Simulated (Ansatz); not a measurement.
Ansatz (a first-principles code) input (B3LYP-D3(BJ)/def2-TZVP):

Ansatz 0.2 input:
```yaml
crystal:
  periodic: [false, false, false]
  atoms:
    - {symbol: C, position_ang: [2.38826671, 0.46351488, -0.51739442]}
    - {symbol: C, position_ang: [1.48485984, -0.10275107, 0.59428643]}
    - {symbol: C, position_ang: [0.09551236, 0.45400259, 0.60776908]}
    - {symbol: C, position_ang: [-0.95027111, -0.19946429, -0.01578725]}
    - {symbol: O, position_ang: [-0.89942077, -1.30969404, -0.63385421]}
    - {symbol: C, position_ang: [-2.33249594, 0.46931740, 0.04164282]}
    - {symbol: H, position_ang: [2.49073128, 1.54935485, -0.42007409]}
    - {symbol: H, position_ang: [1.93923782, 0.26056424, -1.49192857]}
    - {symbol: H, position_ang: [3.39699305, 0.02482543, -0.50109178]}
    - {symbol: H, position_ang: [1.40911074, -1.18564536, 0.44826363]}
    - {symbol: H, position_ang: [1.99110424, 0.05754846, 1.55931309]}
    - {symbol: H, position_ang: [-0.07749514, 1.41241543, 1.08780816]}
    - {symbol: H, position_ang: [-2.69161929, 0.64822464, -0.97778053]}
    - {symbol: H, position_ang: [-2.33165615, 1.41703109, 0.58918643]}
    - {symbol: H, position_ang: [-3.04627170, -0.21448359, 0.51403735]}
basis:
  gaussian:
    orbitals: def2-TZVP
hamiltonian:
  xc: b3lyp
  dispersion: d3bj
total_charge: -1
phonons: {temperatures: {t_min: 298.15, t_max: 298.15, t_step: 100}}
```

Output:

```
Functional definition: B3LYP
integrals: 0.17 GiB planned
1447 factors; their error is unknown
0.33 GiB of the device are held for the grids
1.29 GiB of device memory are held for the factors and their scratch space
mean field: 1.30 GiB planned
mean field evaluation 1: about -7372.3130 eV, gradient 6.6e1 eV
mean field evaluation 2: about -7361.0584 eV, gradient 9.4e1 eV
mean field evaluation 4: about -7382.2310 eV, gradient 8.3e0 eV
mean field evaluation 8: about -7382.3657 eV, gradient 2.0e-1 eV
mean field evaluation 16: about -7382.3441 eV, gradient 4.8e-4 eV
mean field -7382.34405815 eV, -271.2961402046 hartree, gradient 2.3e-5 eV, S^2 0.000000; 0 other end points of the search recorded, 0 dependent functions left out
the calculation of the forces begins
reference -7382.34436729 eV, -271.2961515652 hartree; 24, 24 occupied and 216, 216 virtual orbitals, 1447 factors
these checks for a lower state are left out or cut short: stability, starts, cluster_reference, orbital_swaps, neighbouring_geometries, increment
integrals: 0.17 GiB planned
1447 factors; their error is unknown
0.33 GiB of the device are held for the grids
1.29 GiB of device memory are held for the factors and their scratch space
mean field: 1.30 GiB planned
mean field -7382.34396544 eV, -271.2961367975 hartree, gradient 3.0e-6 eV, S^2 0.000000; 0 other end points of the search recorded, 0 dependent functions left out
the calculation of the forces begins
reference -7382.34427467 eV, -271.2961481616 hartree; 24, 24 occupied and 216, 216 virtual orbitals, 1447 factors
these checks for a lower state are left out or cut short: stability, starts, cluster_reference, orbital_swaps, neighbouring_geometries, increment
integrals: 0.17 GiB planned
1447 factors; their error is unknown
0.33 GiB of the device are held for the grids
1.29 GiB of device memory are held for the factors and their scratch space
mean field: 1.30 GiB planned
mean field evaluation 32: about -7382.3438 eV, gradient 8.4e-3 eV
mean field -7382.34384956 eV, -271.2961325390 hartree, gradient 3.0e-6 eV, S^2 0.000000; 0 other end points of the search recorded, 0 dependent functions left out
the calculation of the forces begins
reference -7382.34415861 eV, -271.2961438962 hartree; 24, 24 occupied and 216, 216 virtual orbitals, 1447 factors
these checks for a lower state are left out or cut short: stability, starts, cluster_reference, orbital_swaps, neighbouring_geometries, increment
integrals: 0.17 GiB planned
1447 factors; their error is unknown
0.33 GiB of the device are held for the grids
1.29 GiB of device memory are held for the factors and their scratch space
mean field: 1.30 GiB planned
mean field -7382.34390602 eV, -271.2961346138 hartree, gradient 3.0e-6 eV, S^2 0.000000; 0 other end points of the search recorded, 0 dependent functions left out
the calculation of the forces begins
reference -7382.34421517 eV, -271.2961459749 hartree; 24, 24 occupied and 216, 216 virtual orbitals, 1447 factors
these checks for a lower state are left out or cut short: stability, starts, cluster_reference, orbital_swaps, neighbouring_geometries, increment
integrals: 0.17 GiB planned
1447 factors; their error is unknown
0.33 GiB of the device are held for the grids
1.29 GiB of device memory are held for the factors and their scratch space
mean field: 1.30 GiB planned
mean field -7382.34388822 eV, -271.2961339596 hartree, gradient 3.0e-6 eV, S^2 0.000000; 0 other end points of the search recorded, 0 dependent functions left out
[...]
mean field -7382.34406700 eV, -271.2961405297 hartree, gradient 3.0e-6 eV, S^2 0.000000; 0 other end points of the search recorded, 0 dependent functions left out
the calculation of the forces begins
reference -7382.34437615 eV, -271.2961518906 hartree; 24, 24 occupied and 216, 216 virtual orbitals, 1447 factors
these checks for a lower state are left out or cut short: stability, starts, cluster_reference, orbital_swaps, neighbouring_geometries, increment
integrals: 0.17 GiB planned
1447 factors; their error is unknown
0.33 GiB of the device are held for the grids
1.29 GiB of device memory are held for the factors and their scratch space
mean field: 1.30 GiB planned
mean field -7382.34399697 eV, -271.2961379561 hartree, gradient 3.0e-6 eV, S^2 0.000000; 0 other end points of the search recorded, 0 dependent functions left out
the calculation of the forces begins
reference -7382.34430612 eV, -271.2961493171 hartree; 24, 24 occupied and 216, 216 virtual orbitals, 1447 factors
these checks for a lower state are left out or cut short: stability, starts, cluster_reference, orbital_swaps, neighbouring_geometries, increment
integrals: 0.17 GiB planned
1447 factors; their error is unknown
0.33 GiB of the device are held for the grids
1.29 GiB of device memory are held for the factors and their scratch space
mean field: 1.30 GiB planned
mean field -7382.34396439 eV, -271.2961367588 hartree, gradient 3.0e-6 eV, S^2 0.000000; 0 other end points of the search recorded, 0 dependent functions left out
the calculation of the forces begins
reference -7382.34427352 eV, -271.2961481191 hartree; 24, 24 occupied and 216, 216 virtual orbitals, 1447 factors
these checks for a lower state are left out or cut short: stability, starts, cluster_reference, orbital_swaps, neighbouring_geometries, increment
integrals: 0.17 GiB planned
1447 factors; their error is unknown
0.33 GiB of the device are held for the grids
1.29 GiB of device memory are held for the factors and their scratch space
mean field: 1.30 GiB planned
mean field -7382.34402580 eV, -271.2961390157 hartree, gradient 3.0e-6 eV, S^2 0.000000; 0 other end points of the search recorded, 0 dependent functions left out
the calculation of the forces begins
reference -7382.34433493 eV, -271.2961503759 hartree; 24, 24 occupied and 216, 216 virtual orbitals, 1447 factors
these checks for a lower state are left out or cut short: stability, starts, cluster_reference, orbital_swaps, neighbouring_geometries, increment
integrals: 0.17 GiB planned
1447 factors; their error is unknown
0.33 GiB of the device are held for the grids
1.29 GiB of device memory are held for the factors and their scratch space
mean field: 1.30 GiB planned
mean field evaluation 608: about -7382.3440 eV, gradient 3.0e-6 eV
mean field -7382.34401982 eV, -271.2961387957 hartree, gradient 3.0e-6 eV, S^2 0.000000; 0 other end points of the search recorded, 0 dependent functions left out
the calculation of the forces begins
reference -7382.34432897 eV, -271.2961501569 hartree; 24, 24 occupied and 216, 216 virtual orbitals, 1447 factors
these checks for a lower state are left out or cut short: stability, starts, cluster_reference, orbital_swaps, neighbouring_geometries, increment
integrals: 0.17 GiB planned
1447 factors; their error is unknown
0.33 GiB of the device are held for the grids
1.29 GiB of device memory are held for the factors and their scratch space
mean field: 1.30 GiB planned
mean field -7382.34398108 eV, -271.2961373722 hartree, gradient 3.0e-6 eV, S^2 0.000000; 0 other end points of the search recorded, 0 dependent functions left out
the calculation of the forces begins
reference -7382.34429022 eV, -271.2961487329 hartree; 24, 24 occupied and 216, 216 virtual orbitals, 1447 factors
these checks for a lower state are left out or cut short: stability, starts, cluster_reference, orbital_swaps, neighbouring_geometries, increment
integrals: 0.17 GiB planned
1447 factors; their error is unknown
0.33 GiB of the device are held for the grids
1.29 GiB of device memory are held for the factors and their scratch space
mean field: 1.30 GiB planned
mean field -7382.34403817 eV, -271.2961394704 hartree, gradient 3.0e-6 eV, S^2 0.000000; 0 other end points of the search recorded, 0 dependent functions left out
the calculation of the forces begins
reference -7382.34434731 eV, -271.2961508310 hartree; 24, 24 occupied and 216, 216 virtual orbitals, 1447 factors
these checks for a lower state are left out or cut short: stability, starts, cluster_reference, orbital_swaps, neighbouring_geometries, increment
integrals: 0.17 GiB planned
1447 factors; their error is unknown
0.33 GiB of the device are held for the grids
1.29 GiB of device memory are held for the factors and their scratch space
mean field: 1.30 GiB planned
mean field -7382.34400972 eV, -271.2961384246 hartree, gradient 3.0e-6 eV, S^2 0.000000; 0 other end points of the search recorded, 0 dependent functions left out
the calculation of the forces begins
reference -7382.34431888 eV, -271.2961497861 hartree; 24, 24 occupied and 216, 216 virtual orbitals, 1447 factors
these checks for a lower state are left out or cut short: stability, starts, cluster_reference, orbital_swaps, neighbouring_geometries, increment
integrals: 0.17 GiB planned
1447 factors; their error is unknown
0.33 GiB of the device are held for the grids
1.29 GiB of device memory are held for the factors and their scratch space
mean field: 1.30 GiB planned
mean field -7382.34401150 eV, -271.2961384902 hartree, gradient 3.0e-6 eV, S^2 0.000000; 0 other end points of the search recorded, 0 dependent functions left out
the calculation of the forces begins
reference -7382.34432062 eV, -271.2961498500 hartree; 24, 24 occupied and 216, 216 virtual orbitals, 1447 factors
these checks for a lower state are left out or cut short: stability, starts, cluster_reference, orbital_swaps, neighbouring_geometries, increment
integrals: 0.17 GiB planned
1447 factors; their error is unknown
0.33 GiB of the device are held for the grids
1.29 GiB of device memory are held for the factors and their scratch space
mean field: 1.30 GiB planned
mean field evaluation 640: about -7382.3440 eV, gradient 4.4e-4 eV
mean field -7382.34403081 eV, -271.2961391997 hartree, gradient 3.0e-6 eV, S^2 0.000000; 0 other end points of the search recorded, 0 dependent functions left out
the calculation of the forces begins
reference -7382.34433997 eV, -271.2961505611 hartree; 24, 24 occupied and 216, 216 virtual orbitals, 1447 factors
these checks for a lower state are left out or cut short: stability, starts, cluster_reference, orbital_swaps, neighbouring_geometries, increment
integrals: 0.17 GiB planned
1447 factors; their error is unknown
0.33 GiB of the device are held for the grids
1.29 GiB of device memory are held for the factors and their scratch space
mean field: 1.30 GiB planned
mean field -7382.34402623 eV, -271.2961390316 hartree, gradient 3.0e-6 eV, S^2 0.000000; 0 other end points of the search recorded, 0 dependent functions left out
the calculation of the forces begins
reference -7382.34433535 eV, -271.2961503915 hartree; 24, 24 occupied and 216, 216 virtual orbitals, 1447 factors
Total energy: -7382.84542610 eV, -271.3145651367 hartree
Atom 0 at     2.388267     0.463515    -0.517394 Å, force     0.000084    -0.000440    -0.000091 eV/Å
Atom 1 at     1.484860    -0.102751     0.594286 Å, force     0.000921    -0.000426     0.000151 eV/Å
Atom 2 at     0.095512     0.454003     0.607769 Å, force    -0.001522     0.000742    -0.001389 eV/Å
Atom 3 at    -0.950271    -0.199464    -0.015787 Å, force    -0.000329    -0.000459     0.001038 eV/Å
Atom 4 at    -0.899421    -1.309694    -0.633854 Å, force     0.000596     0.000654     0.000110 eV/Å
Atom 5 at    -2.332496     0.469317     0.041643 Å, force     0.000066    -0.000507    -0.000004 eV/Å
Atom 6 at     2.490731     1.549355    -0.420074 Å, force    -0.000403     0.000131    -0.000024 eV/Å
Atom 7 at     1.939238     0.260564    -1.491929 Å, force     0.000076     0.000168    -0.000131 eV/Å
Atom 8 at     3.396993     0.024825    -0.501092 Å, force    -0.000107     0.000035     0.000247 eV/Å
Atom 9 at     1.409111    -1.185645     0.448264 Å, force    -0.000200    -0.000016    -0.000185 eV/Å
Atom 10 at     1.991104     0.057548     1.559313 Å, force    -0.000139     0.000032    -0.000161 eV/Å
Atom 11 at    -0.077495     1.412415     1.087808 Å, force     0.000381    -0.000228     0.000795 eV/Å
Atom 12 at    -2.691619     0.648225    -0.977781 Å, force     0.000088    -0.000232     0.000393 eV/Å
Atom 13 at    -2.331656     1.417031     0.589186 Å, force     0.000429     0.000238    -0.000398 eV/Å
Atom 14 at    -3.046272    -0.214484     0.514037 Å, force     0.000060     0.000308    -0.000351 eV/Å
Dipole moment:     0.329514     0.508438     0.171416 e Å
Vibrations: 20.94 120.54 187.80 207.40 291.55 372.62 446.34 575.84 576.10 639.35 743.42 875.37 899.63 970.81 1030.26 1054.05 1084.97 1121.15 1208.96 1299.42 1327.42 1350.46 1371.65 1449.97 1461.29 1467.47 1472.16 1482.56 1492.81 1598.21 2922.89 2956.31 2985.59 3013.42 3033.04 3033.78 3051.62 3078.00 3121.36 cm⁻¹, zero-point energy 3.434147 eV
```

It need not be the lowest isomer of its formula. Whether it binds its extra electron was not tested at this geometry.
